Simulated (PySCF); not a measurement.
Compound: VF₅ (singlet state).
Geometry (PBE0-D3(BJ)/def2-SVP, Å), atoms numbered from 1 in this order:
```xyz
6
VF5 angstrom
F     -1.6707    0.1473   -0.3856
V      0.0015    0.0009   -0.0071
F      0.2918    1.5121   -0.6920
F     -0.3771   -0.1123    1.6306
F      0.0871   -1.3886   -0.9569
F      1.6736   -0.1555    0.3679
```

Method: delta-SCF UKS SCAN, pcX-2 on the ionised atom, pcseg-1 elsewhere, spin-free X2C in PySCF 2.14.0. Each 1s hole has a ground state of its own, since the core basis sits on the ionised atom alone.

```csv
ionised atom,basis functions,E(ground) (Eh),E(ionised) (Eh)
F1,132,-1448.24135,-1422.78945
F3,132,-1448.24223,-1422.75616
```

Turn these total energies into binding energies.

E(ionised) − E(ground), at 27.2114 eV a hartree:

```json
{"atom": "F1", "environment": "fluorine bonded to V", "difference (Eh)": "25.45190", "binding energy (eV)": "692.58"}
{"atom": "F3", "environment": "fluorine bonded to V", "difference (Eh)": "25.48607", "binding energy (eV)": "693.51"}
```

Only 1s holes are shown. Atoms equivalent by their bonding share one computed value, that of the first of them. Isolated species at its PBE0-D3(BJ)/def2-SVP geometry, gas phase.

On one thread, x86-64 server, on a shared host, this took 21 s.
